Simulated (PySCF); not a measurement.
# [Eu(NH2)4]−: from a saddle point downhill

PySCF 2.14.0, RKS PBE0, Eu lcecp-1-SVP with ECP52, N def2-SVP, H def2-SVP; non-relativistic Hamiltonian with scalar-relativistic core potentials where named; density fitting; no spin-orbit coupling. Relaxed within the symmetry of its start, the geometry (D2d) is

```xyz
13

Eu    0.0000    0.0000    0.0000
N     1.1560    1.4043    1.4043
H     1.5608    1.1651    2.3110
H     1.5608    2.3110    1.1651
N    -1.1560   -1.4043    1.4043
H    -1.5608   -1.1651    2.3110
H    -1.5608   -2.3110    1.1651
N     1.1560   -1.4043   -1.4043
H     1.5608   -2.3110   -1.1651
H     1.5608   -1.1651   -2.3110
N    -1.1560    1.4043   -1.4043
H    -1.5608    2.3110   -1.1651
H    -1.5608    1.1651   -2.3110
```

and its lowest harmonic modes are -138, 63, 63, 79, 90, 96 cm⁻¹ (negative: unstable). It was moved along the lowest mode and relaxed again, within the group S4 that the move left.

Problem. Where does it end, and how much lower?

Solution. In S4, 0.090 eV lower, after 23 steps:
```xyz
13

Eu    0.0000    0.0000    0.0000
N     1.3733    1.3498    1.2435
H     2.2376    1.0296    1.6844
H     1.3327    2.3526    1.4266
N    -1.3733   -1.2435    1.3498
H    -1.3327   -1.4267    2.3527
H    -2.2376   -1.6843    1.0295
N     1.3733   -1.3498   -1.2435
H     1.3327   -2.3526   -1.4266
H     2.2376   -1.0296   -1.6844
N    -1.3733    1.2435   -1.3498
H    -2.2376    1.6843   -1.0295
H    -1.3327    1.4267   -2.3527
```

Problem. How do the contacts change?

Solution. 
```tsv
contact	saddle (Å)	end (Å)
Eu1–N2 (NH2)	2.298	2.292
Eu1–N5 (NH2)	2.298	2.292
Eu1–N8 (NH2)	2.298	2.292
Eu1–N11 (NH2)	2.298	2.292
```


Problem. Is the end a minimum?

Solution. Yes; lowest modes 87, 87, 87, 97, 115, 157 cm⁻¹.

An lcecp potential fixes the number of 4f electrons, so in runs with it no electron can move into or out of that shell.

State: singlet in the valence, with the 4f electrons in the core potential.
